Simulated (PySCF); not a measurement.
Compound: C₄H₉F₂NSi.
Structure used (GFN2-xTB), in Å, numbered top down from 1:
```xyz
17
C4H9F2NSi angstrom
C     -0.227    2.169   -0.741
C     -0.123    1.187    0.135
C      0.331   -0.209   -0.196
N     -0.502   -1.261    0.386
C     -1.855   -1.276   -0.137
Si     2.122   -0.480    0.398
F      3.080    0.639   -0.227
F      2.203   -0.135    1.961
H     -0.537    3.160   -0.455
H      0.003    2.022   -1.784
H     -0.357    1.353    1.180
H      0.289   -0.343   -1.283
H     -0.532   -1.146    1.395
H     -2.408   -2.081    0.345
H     -1.810   -1.476   -1.208
H     -2.397   -0.332    0.015
H      2.713   -1.779    0.205
```

Computed with B3LYP/def2-SVPD in PySCF (dipole) on a GFN2-xTB geometry, gas phase.

Masses are those of the commonest isotopes; rigid-rotor values at the optimised geometry. The values belong to one conformer with, in the numbering `[CH2:1]=[CH:2][C@H:3]([NH:4][CH3:5])[SiH:6]([F:7])[F:8]`, C1–C2–C3–N4 -134°, C2–C3–N4–C5 65°, C2–C3–Si6–F7 -55°.

Problem. What are A, B and C (cm⁻¹)?

Solution. Ia = 229.68, Ib = 425.33, Ic = 545.28 u·Å²; 505379 MHz·u·Å²/I gives 2200, 1188 and 926.8 MHz, that is A = 0.07339, B = 0.03963, C = 0.03092 cm⁻¹.

Problem. Classify the top.

Solution. An asymmetric top. Ray's parameter κ = (2B − A − C)/(A − C) = -0.589; −1 is the prolate and +1 the oblate limit.

Problem. What does the inertial defect say?

Solution. Not planar: Δ = Ic − Ia − Ib = -109.73 u·Å². For a rigid frame Δ = −2 Σ m c², so Σ m c² = 54.87 u·Å² lies off the ab plane: 10.20 from hydrogen and 44.66 from heavier atoms. The atom farthest from that plane is 1.65 Å away.

Problem. Give the other two planar moments, Paa and Pbb, and the rms extents of the mass along the axes.

Solution. Paa = Σ m a² = (Ib + Ic − Ia)/2 = 370.46 and Pbb = Σ m b² = (Ia + Ic − Ib)/2 = 174.82 u·Å². With the mass M = 137.05 u, the rms extents √(P/M) along a, b and c are 1.64, 1.13, 0.63 Å.

Problem. Predict some low-J microwave lines.

Solution. The dipole components are |μa| = 2.46 D, |μb| = 0.08 D, |μc| = 0.42 D. Intensities carry the squares of the components, which stand as 1.00 : 0.00 : 0.03 (a : b : c). Some lines, for components of 0.1 D or more:

```tsv
type	branch	J(Ka,Kc)	MHz	lower level (cm⁻¹)
a	Q	2(1,1) ← 2(1,2)	784	0.237
c	Q	2(1,2) ← 2(0,2)	795	0.210
c	Q	1(1,1) ← 1(0,1)	1012	0.071
a	R	1(0,1) ← 0(0,0)	2115	0.000
c	Q	2(2,1) ← 2(1,1)	3036	0.263
c	R	1(1,0) ← 0(0,0)	3389	0.000
a	R	2(1,2) ← 1(1,1)	3969	0.104
a	R	2(0,2) ← 1(0,1)	4186	0.071
a	R	2(1,1) ← 1(1,0)	4491	0.113
c	R	2(1,1) ← 1(0,1)	5765	0.071
c	R	2(2,0) ← 1(1,0)	7572	0.113
c	R	2(2,1) ← 1(1,1)	7789	0.104
```

Problem. Estimate the classical rotational partition function at 25 K, 200 K and 500 K.

Solution. Point group C1, symmetry number σ = 1; q = (√π/σ)·√((kT/h)³/(ABC)), k/h = 20836.6 MHz/K: 13500 at 25 K, 306000 at 200 K, 1210000 at 500 K.

Not checked by GFN2-xTB frequencies. No vibrational averaging or centrifugal distortion is included, and the geometry carries the error of its method. A rigid rotor knows nothing of inversion at nitrogen or internal rotation, which can split or shift real lines. Quadrupole hyperfine structure (14N) is left out.

Time: 2.2 min of wall time; peak memory 0.91 GiB. Hardware: Intel Xeon at 2.50 GHz, one thread, no GPU (shared host). This is the B3LYP/def2-SVPD job that gave the dipole, with the excitations it also computed.
